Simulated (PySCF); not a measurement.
This PySCF input asks for the NMR shieldings of `C/C=C/B(O)O`, C3H7BO2; the geometry comes from GFN2-xTB.

```python
import basis_set_exchange as bse
import numpy as np
from pyscf import gto, dft
from pyscf.prop import nmr

atoms = """
C     2.300098   -0.010405   -0.048696
C     0.873201    0.249955    0.292964
C    -0.179192   -0.270437   -0.332103
B    -1.666215    0.030906    0.061202
O    -2.733820   -0.515232   -0.596612
O    -1.929268    0.863772    1.093513
H     2.386081   -0.691633   -0.892187
H     2.800995    0.925452   -0.295960
H     2.816857   -0.441162    0.808814
H     0.703785    0.922395    1.123219
H     0.010582   -0.944039   -1.163926
H    -2.520969   -1.100237   -1.320895
H    -2.866523    0.981151    1.252939
"""
names = dict.fromkeys(["C", "B", "O", "H"], "pcSseg-1")
basis = {el: gto.basis.parse(bse.get_basis(n, elements=[el], fmt="nwchem")) for el, n in names.items()}
mol = gto.M(atom=atoms, basis=basis, charge=0, verbose=0)
mf = dft.RKS(mol, xc="PBE0")
mf.grids.level = 2
mf.grids.alignment = dft.numint.BLKSIZE   # the property module wants whole blocks of grid points
mf.conv_tol = 1e-9
mf.kernel()

calc = nmr.RKS(mf)   # GIAO
C = mf.mo_coeff
Co = C[:, mf.mo_occ > 0]
resp = mf.gen_response(singlet=True, hermi=2)
def vind(x):   # induced exchange potential for any number of trial vectors
    d = np.einsum("pi,xij,qj->xpq", C, 2 * x.reshape(-1, C.shape[1], Co.shape[1]), Co, optimize=True)
    return np.einsum("xpq,pi,qj->xij", resp(d - d.transpose(0, 2, 1)), C, Co, optimize=True).ravel()
mo1, _ = nmr.rhf.solve_mo1(calc, with_cphf=vind)
sigma = calc.kernel(mo1)
for i, s in enumerate(sigma):   # ppm
    print("%2d %-2s %9.2f" % (i, mol.atom_pure_symbol(i), np.trace(s) / 3))
```

Question: Give the expected output.

Answer: 
```
 0 C     160.97
 1 C      26.87
 2 C      58.10
 3 B      75.47
 4 O     216.81
 5 O     231.19
 6 H      29.91
 7 H      29.62
 8 H      29.62
 9 H      24.59
10 H      26.29
11 H      27.90
12 H      27.93
```

These numbers come from an equivalent density-fitted implementation of the same equations, which agrees with the script to about 0.01 ppm for H and up to a few tenths of a ppm for heavy atoms, so last digits may differ.

Size and cost of the density-fitted run: 137 basis functions, 36 s wall time on 1 thread of an Intel Xeon, shared host; peak memory 0.65 GiB.
